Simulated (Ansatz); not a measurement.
Compare A (`F[SiH2][NH][AlH2]`) with its isomer B (`[F][AlH][NH][SiH3]`).

Computed with Ansatz on PBE0-D4/def2-TZVP structures; ΔE is electronic, products minus reactants. CCSD(T)/CBS is the MP2 limit (def2-TZVPP, def2-QZVPP) plus CCSD(T) − MP2 in def2-TZVPP, frozen cores. Functionals use def2-TZVPP. One conformer a species, not always the lowest.

A:

Z-matrix (Å, degrees):
```
Si
N 1 1.707
F 1 1.603 2 112.0
H 1 1.480 2 108.3 3 117.8
H 1 1.482 2 111.3 3 -117.8
Al 2 1.790 1 128.8 3 -100.2
H 2 1.013 1 114.9 3 77.7
H 6 1.581 2 117.4 1 179.2
H 6 1.579 2 117.5 1 -1.4
```

B:

```xyz
9

F     1.285    2.337   -1.716
Al    1.207    0.940   -0.842
N    -0.380    0.470   -0.211
Si   -0.789   -0.915    0.736
H     2.504    0.095   -0.603
H    -1.154    1.087   -0.426
H    -1.357   -0.542    2.061
H     0.467   -1.682    0.946
H    -1.784   -1.789    0.056
```

Task: Which isomer does CCSD(T)/CBS put lower? Give the gap. (Estimate.)

Result: The calculation gave: B, by 8.6 kcal/mol.

Task: Give E(B) − E(A) in kcal/mol with PBE0-D4, PBE-D4, BLYP-D4, r2SCAN-D4, CCSD/def2-TZVPP, ωB97M-V, CCSD(T)/def2-SVP. (Best estimate.)

Result: Computed: PBE0-D4 -8.4, PBE-D4 -8.7, BLYP-D4 -8.8, r2SCAN-D4 -8.7, CCSD/def2-TZVPP -8.6, ωB97M-V -7.9, CCSD(T)/def2-SVP -11.4. None reverses the order clearly.

Task: Does the order hold for the free energy at 298.15 K (harmonic terms from PBE0-D4)? (Estimate.)

Result: Ansatz gave: Yes: G(B) − G(A) = -8.5 kcal/mol, for one conformer each.

Largest T1 diagnostic: 0.012.

Leaving LDA and LC-ωPBE aside and taking each functional with its dispersion term where it has one, the values, not all of them listed here, spread over 2.7 kcal/mol, from BLYP-D4 to B97M-V. LDA lies +0.9 kcal/mol from PBE without D4. From BLYP to BHLYP (50 % exact exchange), in def2-TZVPP and without D4, E(B) − E(A) moves by +0.9 kcal/mol.
